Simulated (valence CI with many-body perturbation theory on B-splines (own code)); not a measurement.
**Cs⁴⁺: calculated level list**

Method: relativistic CI+MBPT: five valence electrons over a frozen Dirac-Fock core [Kr] 4d10, radial functions for each j: 11 s, 11 p, 10 d, 8 f, 5 g, 2 h, with the one-electron correlation potential Σ1, the two-electron term Σ2, the three-electron term Σ3, Breit, model QED; selected CI, second order for the rest, scaled by the run's own slope (own B-spline code, finite nucleus).

Set against measurement, 41 paired levels are off by 280 cm⁻¹ on average, the worst by 650. These come from a selection out of Sansonetti, J. Phys. Chem. Ref. Data 38, 761 (2009). Levels without a partner in it may be off by more, other configurations by several thousand cm⁻¹. Among the levels kept, up to 2600 cm⁻¹ of a level comes from second order outside the variational space, and about a tenth of that is noise between levels of different J, which matters for small intervals. 3 measured levels below the end of the list, from 170737 cm⁻¹ on, found no clear computed partner, and computed levels of the same name lie up to 16699 cm⁻¹ from them.

Levels 136 to 180 of 196, with energies above the lowest level, 5s²5p³ ⁴S°_3/2. "Leading %" is the weight of the configuration and term that name the level; weights of strongly mixed levels are sums over their largest components and can fall short. In the jj column 3d3/2^4 stands for four electrons in 3d with j = 3/2. Lifetimes count E1, E2, E3, M1 and M2 decay at the calculated energies, and are blank where another channel may lead or the interval is too uncertain; long ones can be off by a factor of two.

```tsv
No.	Configuration	Term	J	E (eV)	Leading %	Lifetime	Leading jj
136	5s²5p²6d	⁴F	3/2	36.630	37	554 ps	5s^2 5p1/2^2 6d3/2 (62 %)
137	5s5p³5d	⁴D°	3/2	36.643	72	227 ps	5s 5p1/2^2 5p3/2 5d3/2 (28 %)
138	4f5s5p³	⁴D	7/2	36.702	75	1.92 ns	4f7/2 5s 5p1/2 5p3/2^2 (51 %)
139	4f5s5p³	⁴H	7/2	36.727	67	2.99 ns	4f5/2 5s 5p1/2^2 5p3/2 (36 %)
140	4f5s5p³	⁴D	5/2	36.746	18	704 ps	5s^2 5p1/2^2 6d5/2 (41 %)
141	5s5p³5d	²D°	5/2	36.788	22	187 ps	5s 5p1/2^2 5p3/2 5d3/2 (29 %)
142	4f5s5p³	⁴H	9/2	36.828	53	3.16 ns	4f7/2 5s 5p1/2^2 5p3/2 (30 %)
143	4f5s5p³	⁴H	11/2	36.830	52	3.19 ns	4f7/2 5s 5p1/2 5p3/2^2 (52 %)
144	5s5p³5d	²G°	9/2	36.892	75	2.65 ns	5s 5p1/2 5p3/2^2 5d3/2 (59 %)
145	5s5p³5d	⁴P°	3/2	37.012	40	193 ps	5s 5p1/2^2 5p3/2 5d5/2 (34 %)
146	4f5s5p³	⁴D	5/2	37.101	30	688 ps	5s^2 5p1/2^2 6d5/2 (35 %)
147	4f5s5p³	⁴G	11/2	37.213	67	3.40 ns	4f7/2 5s 5p1/2 5p3/2^2 (69 %)
148	4f5s5p³	⁴F	3/2	37.229	26	1.06 ns	4f5/2 5s 5p1/2 5p3/2^2 (29 %)
149	5s²5p²5f	⁴G°	5/2	37.266	24	169 ps	5s^2 5p1/2^2 5f5/2 (67 %)
150	5s²5p²5f	⁴D°	7/2	37.282	25	168 ps	5s^2 5p1/2^2 5f7/2 (73 %)
151	4f5s5p³	⁴H	13/2	37.318	86	8.25 ns	4f7/2 5s 5p1/2 5p3/2^2 (86 %)
152	5s5p³5d	⁴P°	1/2	37.380	70	256 ps	5s 5p1/2 5p3/2^2 5d5/2 (48 %)
153	5s5p³5d	⁴P°	5/2	37.527	19	98.2 ps	5s 5p1/2 5p3/2^2 5d5/2 (40 %)
154	4f5s5p³	²F	7/2	37.543	26	1.51 ns	4f7/2 5s 5p1/2 5p3/2^2 (27 %)
155	4f5s5p³	⁴F	9/2	37.553	65	2.39 ns	4f7/2 5s 5p1/2 5p3/2^2 (39 %)
156	5s5p³5d	⁴D°	7/2	37.577	65	62.5 ps	5s 5p1/2 5p3/2^2 5d5/2 (38 %)
157	4f5s5p³	²P	3/2	37.669	52	1.30 ns	4f5/2 5s 5p1/2 5p3/2^2 (35 %)
158	4f5s5p³	⁴F	5/2	37.710	38	1.47 ns	4f5/2 5s 5p1/2 5p3/2^2 (51 %)
159	5s5p³6s	⁶S°	5/2	37.711	83	1.44 ns	5s 5p1/2 5p3/2^2 6s (40 %)
160	4f5s5p³	⁴D	3/2	37.721	58	1.46 ns	4f5/2 5s 5p1/2 5p3/2^2 (54 %)
161	4f5s5p³	⁴D	1/2	37.723	56	1.30 ns	4f5/2 5s 5p1/2 5p3/2^2 (46 %)
162	5s5p³5d	⁴P°	5/2	37.782	44	47.7 ps	5s 5p1/2 5p3/2^2 5d3/2 (45 %)
163	4f5s5p³	²P	1/2	37.784	45	1.45 ns	4f7/2 5s 5p1/2 5p3/2^2 (42 %)
164	5s5p³5d	²D°	3/2	37.826	33	153 ps	5s 5p1/2 5p3/2^2 5d3/2 (47 %)
165	4f5s5p³	²H	9/2	37.828	69	1.72 ns	4f5/2 5s 5p1/2 5p3/2^2 (31 %)
166	4f5s5p³	⁴F	7/2	37.835	55	1.50 ns	4f5/2 5s 5p1/2 5p3/2^2 (47 %)
167	5s²5p²7s	⁴P	1/2	37.850	58	193 ps	5s^2 5p1/2^2 7s (86 %)
168	4f5s5p³	⁴P	5/2	37.850	30	928 ps	4f7/2 5s 5p1/2 5p3/2^2 (40 %)
169	4f5s5p³	²H	11/2	37.974	70	3.00 ns	4f5/2 5s 5p1/2 5p3/2^2 (63 %)
170	4f5s5p³	⁴P	3/2	37.988	40	1.12 ns	4f7/2 5s 5p1/2 5p3/2^2 (36 %)
171	4f5s5p³	⁴P	5/2	38.016	20	835 ps	4f7/2 5s 5p1/2^2 5p3/2 (24 %)
172	5s5p³5d	⁴P°	3/2	38.059	33	81.6 ps	5s 5p1/2 5p3/2^2 5d3/2 (67 %)
173	5s5p³5d	⁴F°	5/2	38.155	38	238 ps	5s 5p1/2 5p3/2^2 5d3/2 (38 %)
174	4f5s5p³	⁴P	1/2	38.178	49	1.18 ns	4f5/2 5s 5p1/2 5p3/2^2 (41 %)
175	5s5p³5d	⁴F°	7/2	38.214	32	321 ps	5s 5p1/2 5p3/2^2 5d5/2 (31 %)
176	5s5p³5d	⁴F°	3/2	38.242	32	303 ps	5s 5p1/2 5p3/2^2 5d3/2 (39 %)
177	5s²5p²6d	²P	3/2	38.302	44	466 ps	5s^2 5p1/2 5p3/2 6d3/2 (46 %)
178	5s²5p²6d	⁴F	7/2	38.344	47	605 ps	5s^2 5p1/2 5p3/2 6d5/2 (74 %)
179	5s5p³5d	⁴F°	9/2	38.355	41	1.86 ns	5s 5p1/2 5p3/2^2 5d5/2 (32 %)
180	5s5p³5d	⁴P°	5/2	38.361	33	250 ps	5s 5p1/2 5p3/2^2 5d5/2 (53 %)
```

Names give the largest LS component (configuration and term), which can be under half, so a name can repeat, a term be missing and a line seem to break the LS rules; names also repeat where a configuration has a term twice.

Where two levels of one J and parity lie close, their mixing, g and order are uncertain.
